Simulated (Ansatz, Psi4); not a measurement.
# CH2Br2 (dibromomethane): the vertical ionisation energy from total energies

CH2Br2 has 5 atoms, charge 0, and is taken as a singlet. As SMILES, `BrCBr`. The coordinates come from a PBE0-D4/def2-TZVP relaxation.

```xyz
5

Br   -0.5824   -0.8733    1.5003
C    -0.1051    0.1241   -0.0720
Br    1.6135   -0.3441   -0.7943
H    -0.0758    1.1733    0.1980
H    -0.8502   -0.0799   -0.8321
```

Both states at this one shape; open shells run unrestricted unless said. 1 Eh = 27.2114 eV.

| level | program | singlet CH2Br2 (Eh) | doublet [CH2Br2]+ (Eh) |
| --- | --- | --- | --- |
| B3LYP/6-31G* (Cartesian functions) | Ansatz | -5187.067397 | -5186.687634 |
| PBE0/def2-SVPD | Ansatz | -5186.325161 | -5185.940738 |
| CAM-B3LYP/def2-SVPD | Psi4 | -5187.191592 | -5186.796746 |
| MP2/def2-SVPD, 19 core orbitals frozen | Ansatz | -5183.827560 | -5183.428952 |

Task: Work out the vertical ionisation energy at each level.

Result: 
1. B3LYP/6-31G* (Cartesian functions): -5186.687634 − (-5187.067397) = 0.379763 Eh = 10.33 eV.
2. PBE0/def2-SVPD: -5185.940738 − (-5186.325161) = 0.384423 Eh = 10.46 eV.
3. CAM-B3LYP/def2-SVPD: -5186.796746 − (-5187.191592) = 0.394846 Eh = 10.74 eV.
4. MP2/def2-SVPD: -5183.428952 − (-5183.827560) = 0.398608 Eh = 10.85 eV.

No measured value is set beside it here; the levels span 10.33 to 10.85 eV. Spin-orbit coupling, which splits open shells on such heavy atoms by tenths of an eV, is left out. All-electron rows are non-relativistic unless named.
